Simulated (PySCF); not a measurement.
Below is a simulated gas-phase Ti 2p photoelectron spectrum of Ti(OH)Cl3, `[OH][Ti]([Cl])([Cl])[Cl]`.

Every computed line was given a Gaussian of 0.8 eV full width at half maximum and an area set by the number of equivalent atoms (split 2:1 within a doublet); the highest printed point is 100. Method used: delta-SCF UKS SCAN, pcX-2 on the ionised atom (unc-x2c-TZVPall on a metal), pcseg-1 elsewhere, spin-free X2C (PySCF 2.14.0).

```csv
binding energy (eV),intensity
463.4,1
463.6,4
463.8,15
464.0,39
464.2,75
464.4,100
464.6,95
464.8,64
465.0,30
465.2,10
465.4,2
465.6,0
465.8,0
466.0,0
466.2,0
466.4,0
466.6,0
466.8,0
467.0,0
467.2,0
467.4,0
467.6,0
467.8,0
468.0,0
468.2,0
468.4,0
468.6,0
468.8,0
469.0,0
469.2,1
469.4,3
469.6,11
469.8,27
470.0,44
470.2,51
470.4,42
470.6,24
470.8,10
471.0,3
471.2,1
```

Task: How many maxima does the curve show, and how many computed lines lie under it?

Result: The curve has 2 maxima (at 464.5 and 470.2 eV). Under it lie 2 lines from 1 inequivalent titanium site, drawn as a 2p3/2, 2p1/2 pair.

Task: Decompose the envelope and assign each component. Bonds: Ti1–O2, Ti1–Cl4, Ti1–Cl5, Ti1–Cl6. Hydrogens: H3 on O2.

Result: 
```json
{"position (eV)": "464.47", "relative area": "0.67", "line": "Ti 2p3/2", "atoms": "Ti1", "environment": "titanium bonded to 3 Cl and O"}
{"position (eV)": "470.19", "relative area": "0.33", "line": "Ti 2p1/2", "atoms": "Ti1", "environment": "titanium bonded to 3 Cl and O"}
```

Shake-up satellites, vibrational structure and lifetime widths aren't simulated. The 2p values aren't plain energy differences: one relaxed spin-free 2p hole is combined with a matrix within the shell (ground-state 2p orbital-energy differences and spin–orbit coupling). 2p3/2, the mean of its two sublevels, lies a third of the splitting below the shell's mean and 2p1/2 two thirds above it; the statistical areas are 2:1. 2p1/2 minus 2p3/2 (ligand field included): Ti 5.72 eV. Satellites of the metal's 2p lines aren't described. Geometry: PBE0-D3(BJ)/def2-SVP; no solvent, vibrations or thermal averaging. Metal 2p energies of this one-determinant scheme are less reliable than its 1s energies.
